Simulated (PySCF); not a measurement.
**A small calculation by hand: dipole moment from atomic charges**

ClH₄MoN₃, SMILES [Cl][Mo](=[NH])(=[NH])[NH2], multiplicity 1. Atoms are numbered in the order given.

```xyz
9

Mo    -0.0634    -0.2601     0.0000
N     -0.9052    -0.7332    -1.4395
H     -1.6841    -1.1066    -1.9808
N     -0.9052    -0.7332     1.4395
H     -1.6841    -1.1066     1.9808
Cl     0.1841     2.0521     0.0000
N      1.6354    -1.1908     0.0000
H      2.0641    -1.5751     0.8392
H      2.0641    -1.5751    -0.8392
```

Geometry: B3LYP-D3(BJ)/def2-SVP. The multiplicity is an assumed one; no other spin state was optimised. The structure was generated by enumeration; whether it is a known compound was not checked. The def2 effective core potentials stand for the cores of Mo; spin–orbit coupling is left out. Other conformers were not sampled.

Charges (e) from CAM-B3LYP/def2-TZVP in PySCF:

```tsv
atom	ESP fit	Mulliken
Mo1	1.018	1.622
N2	-0.687	-0.699
H3	0.386	0.242
N4	-0.687	-0.699
H5	0.386	0.242
Cl6	-0.280	-0.417
N7	-0.902	-0.807
H8	0.384	0.258
H9	0.384	0.258
```

The dipole moment of the full density is 3.82 D.

Q: What dipole moment does each set of point charges give, and which comes closer to that of the density?

A: 
μ = Σ q r, and 1 e Å = 4.8032 D.
ESP fit: Σ q r = (-0.062, -0.822, 0.000) e Å, |μ| = 3.96 D.
Mulliken: Σ q r = (0.016, -0.640, 0.000) e Å, |μ| = 3.07 D.
ESP fit comes closer in size. Point charges leave out the atoms' own dipoles (lone pairs, polarised bonds); fits to the potential absorb them, partitions of the density don't.
